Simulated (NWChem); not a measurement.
# C$_{3}$H$_{8}$N, doublet; SMILES C[C](C)N

```xyz
12

C     -0.6907    -0.0158     1.3061
C      0.0111     0.1660     0.0000
C     -0.6907    -0.0158    -1.3061
N      1.4153     0.0476     0.0000
H     -1.7121     0.3786     1.2636
H     -0.7706    -1.0777     1.6177
H     -0.1690     0.5102     2.1184
H     -1.7121     0.3786    -1.2636
H     -0.1690     0.5102    -2.1184
H     -0.7706    -1.0777    -1.6177
H      1.8089    -0.3809    -0.8326
H      1.8089    -0.3809     0.8326
```
Atoms are numbered in this order, from 1.

Program: NWChem. Pople sets run with spherical d functions. Spin-unrestricted. Medium grid unless said otherwise, to which SCAN and Minnesota functionals are sensitive. All runs use the structure optimised with B3LYP/6-31G* (spherical d), spin-unrestricted. No stability test was run on the SCF state. Total energies of different functionals are on different scales.

```json
[
 {"level": "B3LYP/6-31G*", "energy (Ha)": "-173.8304", "highest occupied level (eV)": "-3.26", "lowest empty minus highest occupied level, either spin (eV)": "3.53", "dipole (D)": "1.38", "<S²>": "0.753", "relative time": "2"},
 {"level": "PBE/6-31G*", "energy (Ha)": "-173.5859", "highest occupied level (eV)": "-2.16", "lowest empty minus highest occupied level, either spin (eV)": "1.61", "dipole (D)": "1.40", "<S²>": "0.753", "relative time": "2"},
 {"level": "PW91/6-31G*", "energy (Ha)": "-173.7430", "highest occupied level (eV)": "-2.22", "lowest empty minus highest occupied level, either spin (eV)": "1.63", "dipole (D)": "1.39", "<S²>": "0.753", "relative time": "2"},
 {"level": "N12/6-31G*", "energy (Ha)": "-173.7714", "highest occupied level (eV)": "-2.04", "lowest empty minus highest occupied level, either spin (eV)": "1.69", "dipole (D)": "1.37", "<S²>": "0.754", "relative time": "3"},
 {"level": "UHF/6-31G*", "energy (Ha)": "-172.6611", "highest occupied level (eV)": "-7.17", "lowest empty minus highest occupied level, either spin (eV)": "12.37", "dipole (D)": "1.42", "<S²>": "0.763", "relative time": "1"},
 {"level": "r2SCAN0/6-31G*", "energy (Ha)": "-173.7030", "highest occupied level (eV)": "-3.89", "lowest empty minus highest occupied level, either spin (eV)": "4.94", "dipole (D)": "1.43", "<S²>": "0.757", "relative time": "2"},
 {"level": "LRC-wPBEh/6-31G*", "energy (Ha)": "-173.6513", "highest occupied level (eV)": "-5.41", "lowest empty minus highest occupied level, either spin (eV)": "7.81", "dipole (D)": "1.44", "<S²>": "0.754", "relative time": "5"}
]
```

Times are rough ratios from one shared machine.
